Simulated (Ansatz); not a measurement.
`[Cl][Al-]([Cl])([Cl])[SeH2+]`, charge 0, multiplicity 1.

Give a relaxed structure at PBE0-D4/def2-TZVP (Ansatz 0.2.0). (Best estimate.)

Ansatz gave: 
Cartesian coordinates in Å:
```
Cl -1.7727 1.7675 -0.6658
Al -1.0372 -0.0904 -0.0137
Cl -1.5906 -0.7526 1.9028
Cl -0.7421 -1.5663 -1.4826
Se 1.4025 0.6351 0.5241
H 1.8153 0.7426 -0.8828
H 1.9248 -0.7359 0.6181
```
Point group Cs.
